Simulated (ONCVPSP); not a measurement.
**bismuth (Bi): excitation energies, all-electron against ONCV**

ONCVPSP 4.0.1 input, shortened (lines: element, Z, core and valence counts, functional; n l f; lmax; l rc ep ncon nbas qcut; lloc lpopt rc5 dvloc0; l nproj debl; icmod fcfact rcfact), PBE, non-relativistic:

```
  Bi 83.00   10    5        4      upf
    1    0    2.00
    2    0    2.00
    2    1    6.00
    3    0    2.00
    3    1    6.00
    3    2   10.00
    4    0    2.00
    4    1    6.00
    4    2   10.00
    4    3   14.00
    5    0    2.00
    5    1    6.00
    5    2   10.00
    6    0    2.00
    6    1    3.00
    3
    0    1.75    0.00    4    8    6.40
    1    1.95    0.00    3    7    8.80
    2    1.90    0.00    4    9    9.50
    3    1.90    0.02    3    7    6.00
    4    4    1.35    1.00
    0    2    2.80
    1    2    0.30
    2    1    2.40
    3    2    2.00
    3    3.50    1.50
```

Energies are relative to the spin-unpolarised reference configuration 5s2 5p6 5d10 6s2 6p3; without spin polarisation the order of configurations can differ from experiment.

```json
{"valence configuration": "5s2 5p6 5d10 6s2 6p2", "charge": "+1", "ΔE all-electron (eV)": "8.029", "error AE − PS (meV)": "0.0"}
{"valence configuration": "5s2 5p6 5d10 6s2 6p1", "charge": "+2", "ΔE all-electron (eV)": "23.218", "error AE − PS (meV)": "-0.6"}
{"valence configuration": "5s2 5p6 5d10 6s2 6p0", "charge": "+3", "ΔE all-electron (eV)": "46.257", "error AE − PS (meV)": "-2.9"}
```

Task: What are ΔE and the potential's error for 5s2 5p5 5d10 6s2 6p3?

Result: ΔE = 96.929 eV all-electron; the error (AE − PS) is -125 meV.

Note: ghosts flagged at negative energy: f at -4.9 eV; GHOST(+) flagged for s at 405.3 eV. A true bound ghost makes a file unfit for plane-wave use.
